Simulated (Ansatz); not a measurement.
`PP` + `[NH2][ZnH]` → `P[NH][ZnH]` + PH₃  (cleavage of the P–P bond)

Calculated with Ansatz (gas phase, PBE0-D4/def2-TZVP geometries, no zero-point term in ΔE). CBS: MP2 limit from def2 TZ/QZ plus the TZ coupled-cluster correction, frozen cores. This one scheme is used for every species. DFT in def2-TZVPP. For Zn outer-core shells are correlated without core-valence functions, which leaves a few kJ/mol of doubt a bond. Scalar relativity is left out up to krypton. One conformer a species, not always the lowest.

CCSD(T)/CBS gives +0.16 eV.

(1) Another level gave +0.17 eV. Which?
A. HF/def2-TZVPP
B. r2SCAN0/def2-TZVPP
C. PBE-D4/def2-TZVPP
D. ωB97X-V/def2-TZVPP

Largest T1 diagnostic among the species: 0.016.

Answers

(1) B. r2SCAN0 0.17, ωB97X-V 0.11, PBE-D4 0.26, HF/def2-TZVPP -0.04 eV.

Leaving LDA and LC-ωPBE aside and taking each functional with its dispersion term where it has one, the values, not all of them listed here, spread over 0.20 eV, from BHLYP-D4 to PBE-D4. LDA lies −0.04 eV from PBE without D4. From BLYP to BHLYP (50 % exact exchange), in def2-TZVPP and without D4, ΔE moves by −0.12 eV. In def2-TZVPP, CCSD(T) changes the Hartree–Fock value by +0.16 eV (the triples alone add +0.03 eV) and MP2 by +0.18 eV.
